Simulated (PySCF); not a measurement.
**15N chemical shifts**

[PySCF 2.14.0 with density-fitted response routines: σ from GIAO-PBE0/pcSseg-1; geometry from GFN2-xTB; one computed conformer; non-relativistic Hamiltonian; fast rotation and ring inversion assumed for equivalent nuclei; no solvent model]

Shieldings were converted by a linear fit to measured shifts: 15N (scatter 6.3 ppm rms vs CH3NO2, solution or neat liquid). Occasional misses reach two or three times the rms, and more in compound classes unlike the fitted ones.

Problem. Give the 15N shifts of `CSc1nnn(C)c1C`, `CCOC1=C(F)N(C)CC1`, `[SiH3]c1cpcc([SiH3])n1`.

Solution. 
```
                                               compound                             environment  δ (ppm)
[CH3:1][S:2][c:3]1[n:4][n:5][n:6]([CH3:7])[c:8]1[CH3:9]  N5: pyridine-type nitrogen of an azole    -25.6
[CH3:1][S:2][c:3]1[n:4][n:5][n:6]([CH3:7])[c:8]1[CH3:9]  N4: pyridine-type nitrogen of an azole    -54.9
[CH3:1][S:2][c:3]1[n:4][n:5][n:6]([CH3:7])[c:8]1[CH3:9]          N6: pyrrole-type ring nitrogen   -153.8
                                      CCOC1=C(F)N(C)CC1                        enamine nitrogen   -331.2
                                 [SiH3]c1cpcc([SiH3])n1             pyridine-type ring nitrogen    -28.8
```

Problem. Order these by 15N shift, lowest first.
A. C#Cc1pcsc1N(C)C
B. CC(C)O[C@@H](C)[C@H](F)C#N
C. [SiH3]c1cpcc([SiH3])n1
D. C=C[P@H](=S)c1ccccn1

Solution. A (-315.7 ppm, aniline-type nitrogen), B (-105.2 ppm, nitrile nitrogen), D (-65.5 ppm, pyridine-type ring nitrogen), C (-28.8 ppm, pyridine-type ring nitrogen).
